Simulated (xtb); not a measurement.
CH3S (SMILES [CH2-]S), charge -1, singlet, geometry from GFN2-xTB. Base run: xtb 6.7.1 with GFN2-xTB.

Geometry (Å):
```xyz
5

C     -0.1831     1.1614     0.0151
S     -0.0480    -0.5637    -0.0115
H      1.2960    -1.1431     0.0193
H      0.2576     1.5812     0.9363
H      0.3125     1.6132    -0.8621
```
Charge -1, spin multiplicity 1.
All else is at xtb's defaults.
Base energy -7.02605 Eh.

Each row names what was changed in the base input (with any setting that the change needs).

```csv
change,ΔE vs base (kJ/mol),HOMO-LUMO gap (eV),G_solv (kcal/mol),SCF cycles
base,0.00,3.84,-,11
etemp = 5000,-2.00,3.88,-,11
alpb = benzene,-210.9,3.87,-50.42,11
file = coord,0.00,3.84,-,11
acc = 0.1,0.00,3.84,-,13
alpb = dmf,-222.1,3.91,-53.28,11
acc = 1000,0.03,3.86,-,5
gbsa = toluene,-222.8,3.88,-53.28,11
etemp = 1000,0.00,3.84,-,11
```

ALPB and GBSA are two models with their own fitted parameters for each solvent, which aren't always the measured dielectric constant.
